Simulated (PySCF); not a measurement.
AsF2GaH2, SMILES [F][Ga]([F])[AsH2].

The structure is a stationary point at PBE0-D3(BJ)/def2-SVP.

All values below come from PySCF with PBE0-D3(BJ)/def2-SVP.

Frequencies are harmonic and unscaled.

Computed normal modes with their intensities:
```json
[
 {"mode": "1", "ν (cm⁻¹)": "78", "IR (km/mol)": "4.4", "Raman (Å⁴/amu)": "0.2", "depolarisation": "0.75", "moving atoms (share of kinetic energy)": "H 82 %, F 11 %"},
 {"mode": "2", "ν (cm⁻¹)": "102", "IR (km/mol)": "2.7", "Raman (Å⁴/amu)": "1.1", "depolarisation": "0.75", "moving atoms (share of kinetic energy)": "F 55 %, Ga 22 %, H 14 %, As 9 %"},
 {"mode": "3", "ν (cm⁻¹)": "147", "IR (km/mol)": "24.5", "Raman (Å⁴/amu)": "0.8", "depolarisation": "0.62", "moving atoms (share of kinetic energy)": "Ga 48 %, F 46 %"},
 {"mode": "4", "ν (cm⁻¹)": "187", "IR (km/mol)": "27.6", "Raman (Å⁴/amu)": "2.2", "depolarisation": "0.43", "moving atoms (share of kinetic energy)": "F 79 %, As 19 %"},
 {"mode": "5", "ν (cm⁻¹)": "274", "IR (km/mol)": "13.3", "Raman (Å⁴/amu)": "10.0", "depolarisation": "0.13", "moving atoms (share of kinetic energy)": "Ga 45 %, As 37 %, F 17 %"},
 {"mode": "6", "ν (cm⁻¹)": "565", "IR (km/mol)": "4.1", "Raman (Å⁴/amu)": "0.9", "depolarisation": "0.74", "moving atoms (share of kinetic energy)": "H 94 %"},
 {"mode": "7", "ν (cm⁻¹)": "619", "IR (km/mol)": "1.1", "Raman (Å⁴/amu)": "7.8", "depolarisation": "0.75", "moving atoms (share of kinetic energy)": "H 97 %"},
 {"mode": "8", "ν (cm⁻¹)": "696", "IR (km/mol)": "88.9", "Raman (Å⁴/amu)": "6.4", "depolarisation": "0.14", "moving atoms (share of kinetic energy)": "F 83 %, Ga 17 %"},
 {"mode": "9", "ν (cm⁻¹)": "727", "IR (km/mol)": "72.9", "Raman (Å⁴/amu)": "2.7", "depolarisation": "0.75", "moving atoms (share of kinetic energy)": "F 72 %, Ga 27 %"},
 {"mode": "10", "ν (cm⁻¹)": "993", "IR (km/mol)": "16.6", "Raman (Å⁴/amu)": "34.9", "depolarisation": "0.75", "moving atoms (share of kinetic energy)": "H 99 %"},
 {"mode": "11", "ν (cm⁻¹)": "2220", "IR (km/mol)": "42.3", "Raman (Å⁴/amu)": "185.6", "depolarisation": "0.11", "moving atoms (share of kinetic energy)": "H 99 %"},
 {"mode": "12", "ν (cm⁻¹)": "2236", "IR (km/mol)": "55.8", "Raman (Å⁴/amu)": "125.4", "depolarisation": "0.75", "moving atoms (share of kinetic energy)": "H 99 %"}
]
```
